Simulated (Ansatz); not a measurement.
Input and output for BClGaH3, SMILES `Cl[BH][GaH2]`.

```yaml
crystal:
  periodic: [false, false, false]
  atoms:
    - {symbol: Cl, position_ang: [-0.771564, -2.064153, 0.922079]}
    - {symbol: B, position_ang: [-0.515241, -0.875284, -0.335415]}
    - {symbol: Ga, position_ang: [0.494948, 0.888470, 0.128801]}
    - {symbol: H, position_ang: [-0.955751, -1.176420, -1.405844]}
    - {symbol: H, position_ang: [2.059758, 0.997640, 0.006484]}
    - {symbol: H, position_ang: [-0.270050, 2.165747, 0.637594]}
basis:
  gaussian: {orbitals: def2-SVP, final_grid: {core_spheres: 8, valence_spheres: 7, degree: 23}}
hamiltonian: {xc: {name: r2SCAN50}}
```

```sh
$ ansatz run in.yaml --threads 2 --pin off --events-out ev --progress --plain --max-ram 4352MiB
```

It prints (some lines left out):

```
Functional definition: r2SCAN50
783 factors; integrals over basis functions are off by at most 1.1e-3 eV
mean field evaluation 1: about -65610.9173 eV, gradient 1.2e1 eV
mean field evaluation 2: about -65611.1927 eV, gradient 9.2e0 eV
mean field evaluation 4: about -65611.2924 eV, gradient 1.8e0 eV
mean field evaluation 8: about -65611.3859 eV, gradient 2.7e-2 eV
mean field evaluation 16: about -65611.3859 eV, gradient 6.9e-5 eV
mean field -65611.38590316 eV, -2411.1739589466 hartree, gradient 6.9e-5 eV, S^2 0.000000; 0 other end points of the search recorded, 0 dependent functions left out
reference -65611.38590965 eV, -2411.1739591850 hartree; 28, 28 occupied and 51, 51 virtual orbitals, 783 factors
Total energy: -65611.38590965 eV, -2411.1739591850 hartree
```

Hardware: 2 threads of an Arm Neoverse V1 on a shared host. Wall time 1.3 s, peak host memory 0.14 GiB.
